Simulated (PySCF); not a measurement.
Telling isomers of C8H12FN apart by NMR

How the numbers were obtained: structure optimised with GFN2-xTB, σ from GIAO-PBE0/pcSseg-1, in PySCF (no solvent, one computed conformer, averaged over atoms made equivalent by symmetry, fast rotation or ring inversion, no relativistic terms).

Shifts are taken against calculated references (same method and geometry level): ¹H and ¹³C against TMS. Splittings of carbon signals by F and P are missing where no couplings were computed. Where no couplings were computed, multiplicities follow the n + 1 count of equivalent neighbours, and m marks all less simple cases (inequivalent or close neighbours, rings, F or P nearby). Shifts are as computed. Against solution values, carbons near 30 ppm lie about +3 ppm off and those near 130 ppm about +5 ppm. Of 1211 compounds with measured shifts, 218 miss one by over three times the rms of a fit or turn the order of signals round; such compounds aren't used in these exercises. OH and NH positions are gas-phase values without hydrogen bonding to other molecules.

(1) Tabulate the signals of `CC(C)[C@@H]1C[C@H](C#N)[C@H]1F`, `[H]/N=C\[C@@]12CC[C@@H](C[C@H]1F)C2` and their relative energies.

(2) What is the quickest way to tell CC(C)[C@@H]1C[C@H](C#N)[C@H]1F from [H]/N=C\[C@@]12CC[C@@H](C[C@H]1F)C2?

Results:

(1) 
```tsv
SMILES	carbon types	δC	δH	E rel. (kcal/mol)
CC(C)[C@@H]1C[C@H](C#N)[C@H]1F	1×C 4×CH 1×CH2 2×CH3	125.3, 98.0, 51.9, 38.5, 26.4, 25.2, 21.4, 21.3	4.87 (m, 1H), 2.87 (m, 1H), 2.41 (m, 1H), 1.90 (m, 1H), 1.46 (m, 1H), 1.34 (m, 1H), 1.05 (d, 3H), 0.91 (d, 3H)	12.0
[H]/N=C\[C@@]12CC[C@@H](C[C@H]1F)C2	1×C 3×CH 4×CH2	179.9, 96.9, 60.2, 42.5, 42.0, 39.7, 32.6, 27.3	11.22 (br s, 1H), 8.22 (m, 1H), 5.11 (m, 1H), 2.17 (m, 1H), 2.10 (m, 1H), 2.10 (m, 1H), 1.85 (m, 1H), 1.56 (m, 1H), 1.54 (m, 1H), 1.47 (m, 1H), 1.36 (m, 1H), 1.24 (m, 1H)	0.0
```

Energies are electronic energies at PBE0/pcSseg-1 on these geometries, without zero-point or thermal terms, each for the one conformer computed, which needn't be the lowest.

(2) Both give the same number of carbon signals, but DEPT or the intensities differ. The first has a nitrile carbon (C) at 125.3 ppm, the second a C=N carbon (CH) at 179.9 ppm. In the proton spectra the most deshielded non-exchanging signals are 4.87 (m, 1H) and 8.22 (m, 1H).
